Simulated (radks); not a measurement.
Values are calculated unless marked as measured or tabulated.
Isoelectronic series with 5 electrons, all held in the configuration [He] 2s2 2p1, which need not be the ground one along the series. Code: a radial shooting solver on a logarithmic mesh with Libxc functionals. Model: Dirac Kohn-Sham, PBE, spin-unpolarised, spherical densities, point nucleus; open shells fill j = l - 1/2 first. Total energies (hartree) and orbital eigenvalues (eV):

ion,E (hartree),2p1/2,2s1/2,1s1/2
Kr31+,-1730.91947,-3674.184,-3771.801,-16474.33
Rb32+,-1832.75099,-3908.468,-4009.344,-17460.12
Sr33+,-1937.67322,-4150.438,-4254.603,-18476.17
Zr35+,-2156.87448,-4657.662,-4768.505,-20599.83
Nb36+,-2271.19790,-4923.038,-5037.272,-21707.83
Mo37+,-2388.70083,-5196.340,-5314.003,-22846.89
Tc38+,-2509.40763,-5477.637,-5598.765,-24017.23
Ru39+,-2633.34354,-5766.996,-5891.629,-25219.09
Rh40+,-2760.53475,-6064.489,-6192.669,-26452.70
Pd41+,-2891.00840,-6370.191,-6501.960,-27718.30
Ag42+,-3024.79265,-6684.180,-6819.581,-29016.16
Cd43+,-3161.91666,-7006.535,-7145.615,-30346.52
In44+,-3302.41069,-7337.339,-7480.146,-31709.68
Sn45+,-3446.30606,-7676.679,-7823.261,-33105.90
Te47+,-3744.43195,-8381.328,-8535.617,-35998.75
I48+,-3898.73101,-8746.825,-8905.050,-37496.00
Xe49+,-4056.56861,-9121.237,-9283.455,-39027.55
Cs50+,-4217.9822,-9504.666,-9670.936,-40593.76
Ba51+,-4383.0106,-9897.221,-10067.60,-42194.97

Estimate the row of Sb46+.

Answer. E (hartree) -3593.63526; 2p1/2 -8024.644; 2s1/2 -8175.054; 1s1/2 -34535.49.
